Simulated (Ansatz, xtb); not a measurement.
**Relative energy of two structures of AgBrF3P**

Structure I is a singlet given by its coordinates and structure II is a singlet given by its coordinates. Both are isolated molecules in the gas phase, relaxed with PBE0-D4/def2-SVP.

I (Å):

```xyz
6

Ag   -0.9536    1.3178   -0.0697
Br   -2.0838    2.8332   -1.5595
F     0.1761   -0.2001    1.3665
F    -0.0668   -1.9607   -0.2240
F     1.8665   -0.5514   -0.2784
P     1.0616   -1.4389    0.7651
```

Close contacts (Å): Ag1–Br2 2.41, Ag1–F3 2.38, F3–P6 1.64, F4–P6 1.59, F5–P6 1.59.

II (Å):

```json
{"atom": "Ag", "x (Å)": "1.8533", "y (Å)": "-0.0258", "z (Å)": "-1.4513"}
{"atom": "Br", "x (Å)": "2.8656", "y (Å)": "2.1342", "z (Å)": "-1.6481"}
{"atom": "F", "x (Å)": "-0.2112", "y (Å)": "-2.3227", "z (Å)": "-0.1438"}
{"atom": "F", "x (Å)": "0.0887", "y (Å)": "-2.6782", "z (Å)": "-2.4998"}
{"atom": "F", "x (Å)": "1.8049", "y (Å)": "-3.3429", "z (Å)": "-0.9571"}
{"atom": "P", "x (Å)": "0.8762", "y (Å)": "-2.1092", "z (Å)": "-1.2615"}
```

Close contacts (Å): Ag1–Br2 2.39, Ag1–P6 2.31, F3–P6 1.57, F4–P6 1.57, F5–P6 1.57.

Question: Estimate which is lower in electronic energy at CCSD(T)/def2-SVP + ΔMP2/def2-TZVPP, and by roughly how much.

Answer: The CCSD(T)/def2-SVP + ΔMP2/def2-TZVPP calculation puts structure II lower, by 19.7 kcal/mol.

Level by level:

```
                             level          geometry  E(II) − E(I) (kcal/mol)  departure from the last row (kcal/mol)  job, with rough time for the two
                  PBE0-D4/def2-SVP  PBE0-D4/def2-SVP                     −14.5                                    +5.2                optimisation, 86 s
                       HF/def2-SVP  PBE0-D4/def2-SVP                      +1.0                                   +20.8           part of the CCSD(T) run
                      MP2/def2-SVP  PBE0-D4/def2-SVP                     −13.8                                    +5.9           part of the CCSD(T) run
                  CCSD(T)/def2-SVP  PBE0-D4/def2-SVP                      −9.8                                    +9.9                      single point
CCSD(T)/def2-SVP + ΔMP2/def2-TZVPP  PBE0-D4/def2-SVP                     −19.7                                                     single point, 2.4 min
```

HF/def2-SVP puts the two in the other order. The largest departure from CCSD(T)/def2-SVP + ΔMP2/def2-TZVPP is that of HF/def2-SVP, 20.8 kcal/mol. Levels run at GFN2-xTB geometries aren't shown. The last row adds to CCSD(T) the change of the MP2 difference between the two basis sets, here −9.9 kcal/mol, a large step that makes the value less sure.

With thermal terms from frequencies at re-optimised GFN2-xTB minima (ideal gas, soft modes damped towards free rotors, one conformer each, 298.15 K, 1 atm): the zero-point term adds +0.2 kcal/mol; ΔH is −19.6 and ΔG −19.3 kcal/mol.

The correlated steps freeze 17 core orbitals; the filled d shell of Br is correlated; the last core shell of Ag is correlated, in a basis made for valence electrons. Atoms past krypton carry core potentials in the def2 sets and no spin–orbit term is included. Codes used: Ansatz 0.2.0, xtb 6.7.1; the last row on 2 threads of Arm Neoverse V1 on a shared host.
